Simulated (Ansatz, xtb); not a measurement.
**Two isomers of C5H9ClO2**

Structure a is `CC(C)(Cl)CC(=O)O`, a singlet and structure b is `CC(=O)O[C@H](C)CCl`, a singlet. Both are isolated molecules in the gas phase, relaxed with B3LYP-D3(BJ)/def2-SVP; each stands in its lowest conformer found.

Question: Estimate E(b) − E(a) at the level CCSD(T)/def2-SVP + ΔMP2/def2-TZVPP.

Answer: Calculated at CCSD(T)/def2-SVP + ΔMP2/def2-TZVPP: E(b) − E(a) = +0.426 eV, so structure a lies lower.

How the difference moves with the method:

| level | geometry | E(b) − E(a) (eV) | departure from the last row (eV) | job, with rough time for the two |
| --- | --- | --- | --- | --- |
| B3LYP-D3(BJ)/def2-SVP | B3LYP-D3(BJ)/def2-SVP | +0.357 | −0.069 | optimisation, 2.6 min |
| HF/def2-SVP | B3LYP-D3(BJ)/def2-SVP | +0.258 | −0.168 | part of the CCSD(T) run |
| MP2/def2-SVP | B3LYP-D3(BJ)/def2-SVP | +0.539 | +0.113 | part of the CCSD(T) run |
| CCSD(T)/def2-SVP | B3LYP-D3(BJ)/def2-SVP | +0.456 | +0.030 | single point |
| CCSD(T)/def2-SVP + ΔMP2/def2-TZVPP | B3LYP-D3(BJ)/def2-SVP | +0.426 |  | single point, 2.8 min |

As drawn, b has 1 C–O, 1 C–H in place of 1 C–C, 1 O–H.

None of the levels shown reverses the order. The largest departure from CCSD(T)/def2-SVP + ΔMP2/def2-TZVPP is that of HF/def2-SVP, 0.168 eV. A small imaginary or near-zero mode remains, so no thermal terms are given. Levels run at GFN2-xTB geometries aren't shown. The last row adds to CCSD(T) the change of the MP2 difference between the two basis sets, here −0.030 eV.

The correlated steps freeze 12 core orbitals. Programs: Ansatz 0.2.0, xtb 6.7.1; the last row on 4 threads of Arm Neoverse V1 on a shared host.
